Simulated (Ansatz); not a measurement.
Input for Ansatz (a program for electronic structure): R-r2SCAN/def2-TZVPP on C2H2 (SMILES C#C).

Ansatz 0.2 input:
```yaml
crystal:
  periodic: [false, false, false]
  atoms:
    - {symbol: C, position_ang: [0.00000000, -0.00001465, 0.59839557]}
    - {symbol: C, position_ang: [-0.00000000, -0.00001465, -0.59839557]}
    - {symbol: H, position_ang: [-0.00000000, 0.00001465, 1.66106938]}
    - {symbol: H, position_ang: [0.00000000, 0.00001465, -1.66106938]}
basis:
  gaussian:
    orbitals: def2-TZVPP
hamiltonian:
  xc: {name: r2SCAN}
scf: {lower_state_search: off}
```

It printed:

```
WARN ansatz: RAYON_NUM_THREADS=1 ignored (pool sized by the plan → 1); use --threads N
Functional definition: r2SCAN
these checks for a lower state are left out or cut short: stability, starts, cluster_reference, orbital_swaps, neighbouring_geometries, increment
integrals: 0.01 GiB planned
478 factors; their error is unknown
mean field: 0.17 GiB planned
mean field evaluation 1: about -2098.5977 eV, gradient 4.6e1 eV
mean field evaluation 2: about -2097.4237 eV, gradient 5.0e1 eV
mean field evaluation 4: about -2103.6406 eV, gradient 2.8e-1 eV
mean field evaluation 8: about -2103.6350 eV, gradient 3.4e-3 eV
mean field evaluation 16: about -2103.6350 eV, gradient 1.3e-6 eV
mean field -2103.63504059 eV, -77.3071618465 hartree, gradient 1.3e-6 eV, S^2 0.000000; 0 other end points of the search recorded, 0 dependent functions left out
reference -2103.63504839 eV, -77.3071621332 hartree; 7, 7 occupied and 83, 83 virtual orbitals, 478 factors
Total energy: -2103.63504839 eV, -77.3071621332 hartree
Checks for a lower state left out: stability, starts, cluster_reference, orbital_swaps, neighbouring_geometries, increment
```

The calculation finished and met its thresholds.

Cost: about 0.8 core-seconds (a rough figure).
